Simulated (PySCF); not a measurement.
These 2 structures share the formula C3H10GaN. Level of theory: PySCF, PBE0-D3(BJ)/def2-SVP geometry optimisation, gas phase. Energies are electronic, without zero-point or thermal terms, for one conformer each. No frequencies were run at this level. Point groups hold within 0.08 Å.

Question: Rank from lowest to highest electronic energy at this level (kJ/mol).
A. `[NH3+:1][GaH2-:2][CH:3]1[CH2:4][CH2:5]1` with N1–Ga2–C3–C4 64°
B. `[CH2:1]=[CH:2][CH2:3][GaH2-:4][NH3+:5]` with C1–C2–C3–Ga4 -98°, C2–C3–Ga4–N5 47°

Answer: B (0.0), A (31.2).

As drawn, the higher has a three-membered ring, which the lower lacks.

```tsv
SMILES	E (Eh)	E rel (kJ/mol)	dipole (D)	point group	A, B, C (MHz)
C=C[CH2][GaH2-][NH3+]	-2099.10335	0.0	3.87	C1	4841, 2013, 1554
[NH3+][GaH2-][CH]1CC1	-2099.09146	31.2	4.98	C1	5329, 2024, 1614
```
